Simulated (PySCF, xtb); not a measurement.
I3Y, SMILES [I][Y-]([I])[I] (connectivity only; charge and spin as stated), charge -1, multiplicity 2.

Harmonic wavenumbers (cm⁻¹) from GFN2-xTB in xtb at its own minimum, in rising order: 36, 37, 37, 154, 213, 213.

Q: What does PBE-D3(BJ)/def2-SVPD in PySCF 2.14.0 give at its own minimum? (An estimate is asked for; the answer gives what the named calculation found.)

A: 29, 29, 32, 116, 193, 193. Paired by order, the mean absolute difference is 16 cm⁻¹ and the zero-point energies are 1.0 and 0.8 kcal/mol.
